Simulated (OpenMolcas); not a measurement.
**V3+, Nb3+, Ta3+: d2 down the group**

```
Program             : OpenMolcas
Method              : SS-RASPT2, IPEA 0.25 Eh, imaginary shift 0.1 Eh
Basis               : ANO-RCC-VTZP
Scalar Hamiltonian  : DKH2, point nucleus
Spin-orbit coupling : state interaction with AMFI integrals over the reference wave functions, term energies averaged over their components
```

Active space for each ion: 8 electrons in 8 orbitals (RAS1 p, at most 2 holes; RAS2 d); closed shells correlated by CASPT2: V3+ 3s; Nb3+ 4s; Ta3+ 5s.

Computed levels in cm-1 above 3F2:

```json
{"Level": "3F3", "V3+": "351", "Nb3+": "1186", "Ta3+": "5240"}
{"Level": "3F4", "V3+": "802", "Nb3+": "2540", "Ta3+": "9680"}
{"Level": "1D2", "V3+": "10930", "Nb3+": "8080", "Ta3+": "11200"}
{"Level": "3P0", "V3+": "13570", "Nb3+": "9970", "Ta3+": "11960"}
{"Level": "3P1", "V3+": "13700", "Nb3+": "10450", "Ta3+": "14830"}
{"Level": "3P2", "V3+": "13950", "Nb3+": "11460", "Ta3+": "19360"}
{"Level": "1G4", "V3+": "18660", "Nb3+": "14050", "Ta3+": "19950"}
{"Level": "1S0", "V3+": "42270", "Nb3+": "31260", "Ta3+": "36910"}
{"Level": "weight of 3F in the lowest level (%)", "V3+": "100", "Nb3+": "98", "Ta3+": "88"}
```

Mixed levels, with the weight of the term that names them: Ta3+ 1D2 (66 %).

Measured, with the error of the calculation in %. Measured levels: V3+ from Sugar and Corliss, J. Phys. Chem. Ref. Data 7, 1191 (1978).

| Level | V3+ |
| --- | --- |
| 3F3 | 325 (+8.0) |
| 3F4 | 735 (+9.2) |
| 1D2 | 10959 (-0.3) |
| 3P1 | 13239 (+3.5) |
| 3P2 | 13458 (+3.7) |
| 1G4 | 18391 (+1.4) |
| 1S0 | 42462 (-0.5) |

The fine-structure level 3F4 changes by a factor of 12.1 from V3+ to Ta3+.

Without spin-orbit coupling 1D lies 10490, 6720, 5270 cm-1 above 3F in that order; the difference to the level 1D2, of either sign, comes from spin-orbit coupling, which also lowers the zero.

CASPT2 does not keep the components of a term degenerate, so their means are used; among the terms shown or strongly mixed into the levels shown the widest spread is 470 cm-1 (3d2 1G, V3+). Active for correlation alone: 3p; no level in the range computed is led by a configuration that opens it, so any true level of that kind is missing (holds for V3+). Active for correlation alone: 4p; no level in the range computed is led by a configuration that opens it, so any true level of that kind is missing (holds for Nb3+). Active for correlation alone: 5p; no level in the range computed is led by a configuration that opens it, so any true level of that kind is missing (holds for Ta3+). Measured partners are found by configuration, term and J. A level has none where our copy of the source lacks it or the pairing is in doubt (some pairs that miss far off the trend of their configuration count as doubtful), and it then counts in no deviation. Only configurations of the active space appear.
